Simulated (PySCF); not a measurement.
Species: C₆H₁₀O₂ (charge +1 and doublet state).
Z-matrix (Å and degrees, GFN2-xTB geometry), rows numbered from 1:
```
C 
C   1  1.5146
C   2  1.5282  1  113.96
C   3  1.4990  2  112.31  1   177.96
C   4  1.5755  3  112.53  2    47.61
O   5  1.1856  4  117.87  3   165.21
O   5  1.2983  4  116.13  3   -17.42
C   7  1.4010  5  128.42  4     8.63
H   1  1.0877  2  111.26  3   173.37
H   1  1.0869  2  111.58  3    51.71
H   1  1.0894  2  109.99  3   -68.93
H   2  1.0940  1  110.32  3   124.79
H   3  1.0935  2  110.86  1   -56.08
H   3  1.0995  2  107.66  1    60.62
H   4  1.0952  3  112.73  2   -68.10
H   4  1.0913  3  113.28  2   167.53
H   8  1.0970  2  110.64  1    51.10
H   8  1.0969  2  108.90  1   -68.87
```

The hyperfine couplings belong to this conformer and change with its torsions.

As a line formula: `C[C@@H]1CCC(=[O+])OC1` [radical] (charge +1).

The calculation used PySCF 2.14.0, UKS B3LYP, pcH-1 on C H O, non-relativistic, mean-field spin-orbit, GIAO. The structure is a single GFN2-xTB conformer in the gas phase; no vibrational or solvent corrections. A GFN2-xTB geometry isn't a minimum of the functional, and hyperfine couplings can be far from their values at a DFT geometry, by a factor of two or more for some ions and for spin on atoms past the first row. Stability of the SCF solution: not tested.

Problem. Where do the isotropic ENDOR lines of C5, C4, C3, H14, H18, H16, H15, H9/H10/H11, H12 and H17 fall at 1206.5 mT, to first order?

Solution. ν± = |νn ± a/2|, one line for each electron-spin manifold; νn = |g_N| × 7.62259 MHz/T × B.

```tsv
nuclei	isotope	g_N	νn (MHz)	a_iso (MHz)	lower line (MHz)	upper line (MHz)
C5	13C	1.4048	12.92	-34.60	4.38	30.22
C4	13C	1.4048	12.92	13.97	5.93	19.91
C3	13C	1.4048	12.92	4.73	10.56	15.28
H14	1H	5.5857	51.37	183.28	40.27	143.01
H18	1H	5.5857	51.37	72.08	15.33	87.41
H16	1H	5.5857	51.37	-8.61	47.06	55.68
H15	1H	5.5857	51.37	6.49	48.13	54.61
H9/H10/H11	1H	5.5857	51.37	3.86	49.44	53.30
H12	1H	5.5857	51.37	-3.32	49.71	53.03
H17	1H	5.5857	51.37	-2.92	49.91	52.83
```

The rows for 13C, of low natural abundance, apply to labelled samples.

Problem. Which pairs are centred on the nuclear Larmor frequency, and which on half the coupling?

Solution. Centred on νn, since |a| < 2νn: C4, C3, H18, H16, H15, H9/H10/H11, H12 and H17. Centred on |a|/2 and split by 2νn: C5 and H14.

Couplings of abundant isotopes left out: H13 (2.2 MHz).

Nuclei that the bonding pattern makes equivalent are averaged, as if the motion that swaps them (rotation, inversion, ring flip) were fast. The three 1H nuclei of mean +3.9 MHz run from -0.4 to 10.8 MHz in the frozen geometry.
